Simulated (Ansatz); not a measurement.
System: GeCl$_{2}$ (charge -1, doublet). 
Geometry from a B3LYP-D3(BJ)/def2-TZVP (Ansatz, a quantum-chemistry and plane-wave program) optimisation:
```
Ge
Cl 1 2.3639
Cl 1 2.3639 2 99.92
```
Charge -1, spin multiplicity 2.

Basis-set convergence of Hartree-Fock and MP2 correlation energies (hartree) with Ansatz. Correlated levels leave the core frozen unless marked. Open shells are spin-unrestricted. Spin-orbit coupling is left out. The frozen core is the preceding noble-gas configuration, with the filled d and f shells of earlier blocks. No relativistic terms. This anion needs diffuse functions, which these sets lack.

```tsv
basis	functions	E(HF)	E(corr, MP2)
def2-SVP	68	-2993.93235	-0.32875
def2-TZVPP	132	[?]	[?]
```

**Question.** What belongs in the gaps?

**Answer.** 
- def2-TZVPP, E(HF): -2994.52176
- def2-TZVPP, E(corr, MP2): -0.46799
